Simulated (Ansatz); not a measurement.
ZrO2⁻, relaxed as a quartet with UKS PBE-D4/def2-TZVPD in Ansatz, starting from the PBE-D4/def2-TZVPD geometry of the charge -1 doublet. Force threshold 0.02 eV/Å.

In the def2 sets Zr takes a core potential; there is no spin–orbit coupling. The highest occupied level of the charge -1 quartet lies above zero (up to 1.55 eV). It is a level of α spin, whose loss leaves a triplet; that state wasn't run at this geometry and level. The electron is either unbound and held by the finite basis, or the level is raised by self-interaction error. The relaxation made no stability test and no search for a lower SCF solution. At PBE-D4/def2-TZVPD a doublet of charge -1 lies 2.74 eV below the quartet, each at its own geometry. The structure comes from a short search, and lower isomers may exist.

Start:

```xyz
3

Zr   -0.116   -0.404   -0.571
O     1.196    0.843   -0.399
O    -1.080   -0.439    0.970
```

(1) Estimate the energy that the relaxation releases and the steps that it takes.

(2) Does the start keep its bonding and symmetry?

(3) Predict the relaxed structure.

Results:

(1) 0.10 eV, in 5 steps; 7 s on 4 threads of Arm Neoverse N1 on a shared host. No frequencies were taken in this run, so the end may be a saddle point.

(2) By distances, no bond broke or formed. The bond that changes most is Zr1–O3, from 1.82 to 1.88 Å (atoms count from 1). Point group C2v at the start, C2v at the end, both within 0.05 Å.

(3) 
```xyz
3

Zr   -0.113   -0.391   -0.554
O     1.267    0.877   -0.451
O    -1.155   -0.486    1.005
```
Bond lengths: 2 × O–Zr 1.88 Å.
